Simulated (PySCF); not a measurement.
System: disilanyl(ethynyl)silane, C2H8Si3, charge 0, multiplicity 1. SMILES: [SiH3][SiH2][SiH2]C#C
Geometry from a B3LYP-D3(BJ)/def2-TZVP (Ansatz) optimisation:
```
Si
H 1 1.4850
H 1 1.4861 2 108.32
Si 1 2.3438 2 110.04 3 120.62
H 4 1.4814 1 109.87 2 55.97
H 4 1.4832 5 108.84 1 -119.99
H 4 1.4835 5 108.89 6 -118.27
Si 1 2.3446 2 109.38 3 -119.24
H 8 1.4814 1 112.33 2 51.15
H 8 1.4818 9 108.77 1 -122.22
C 8 1.8265 9 109.11 10 -118.48
C 11 1.2062 10 149.82 8 -174.09
H 12 1.0638 10 158.84 8 -176.19
```
Charge 0, spin multiplicity 1.

Dispersion corrections to the total energy (kcal/mol) from the dftd3 and dftd4 libraries through PySCF: D3(BJ) without and D4 with the three-body term, each with the damping fitted for the functional named.

```tsv
functional	D3(BJ)	D4
HSE06	-6.30	-6.34
LC-wPBE	?	-8.68
HF	-55.05	-23.73
B2PLYP	?	-5.45
PBE	-7.78	?
revPBE	-18.01	-19.89
TPSSh	-9.71	-9.45
```

Problem. Fill in the missing entries.

Solution. 
- LC-wPBE, D3(BJ): -8.37
- B2PLYP, D3(BJ): -7.34
- PBE, D4: -7.71
